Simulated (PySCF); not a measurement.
PySCF job for Sn(F)2(Cl)(Me) (CH₃ClF₂Sn), SMILES [CH3][Sn]([F])([F])[Cl], IEF-PCM-PBE0/def2-SVP. The structure is a stationary point at B3LYP-D3(BJ)/def2-SVP. The structure was generated by enumeration; whether it is a known compound was not checked. The def2 effective core potentials stand for the cores of Sn; spin–orbit coupling is left out.

```python
import numpy as np
from pyscf import gto, scf, dft
from pyscf.solvent import pcm

mol = gto.M(
    atom='''
    C     1.73942530   -1.43696288   -0.00000001
    Sn   -0.02052823   -0.22209639    0.00000000
    F    -1.15551294   -0.60994069    1.51750798
    F    -1.15551296   -0.60994068   -1.51750797
    Cl    0.31418597    2.09430416   -0.00000000
    H     2.61754091   -0.77900216   -0.00000002
    H     1.71519502   -2.05931972   -0.90403066
    H     1.71519504   -2.05931973    0.90403064
    ''',
    basis='def2-SVP',
    ecp={'Sn': 'def2-svp'},
    charge=0,
    spin=0,
    max_memory=1600,
    verbose=3,
)
mf = dft.RKS(mol, xc='pbe0').density_fit(auxbasis='def2-universal-jkfit')
mf.grids.level = 3
mf.conv_tol = 1e-9
mf.max_cycle = 100
mf.kernel()
res = {}
for name, eps in {'water': 78.355, 'benzene': 2.2706, '1-octanol': 9.8629}.items():
    s = mf.PCM()
    s.with_solvent.method, s.with_solvent.eps, s.with_solvent.lebedev_order = 'IEF-PCM', eps, 29
    s.kernel(mf.make_rdm1())
    res[name] = (s.e_tot, eps, s.dip_moment(), s.mo_energy, s.converged)
    print(f'{name}: electrostatic solvation free energy {(s.e_tot - mf.e_tot) * 627.509474:.3f} kcal/mol')
```

Log of the run:

```
converged SCF energy = -913.477903335917

WARN: PCM is an experimental feature. It is still in testing.
Features and APIs may be changed in the future.

converged SCF energy = -913.490465007489
Dipole moment(X, Y, Z, Debye):  4.85691, -2.29152, -0.00000
water: electrostatic solvation free energy -7.883 kcal/mol

WARN: PCM is an experimental feature. It is still in testing.
Features and APIs may be changed in the future.

converged SCF energy = -913.483670053704
Dipole moment(X, Y, Z, Debye):  4.36500, -1.99146, -0.00000
benzene: electrostatic solvation free energy -3.619 kcal/mol

WARN: PCM is an experimental feature. It is still in testing.
Features and APIs may be changed in the future.

converged SCF energy = -913.488799604161
Dipole moment(X, Y, Z, Debye):  4.73501, -2.21783, -0.00000
1-octanol: electrostatic solvation free energy -6.838 kcal/mol
```

Self-consistency was reached.
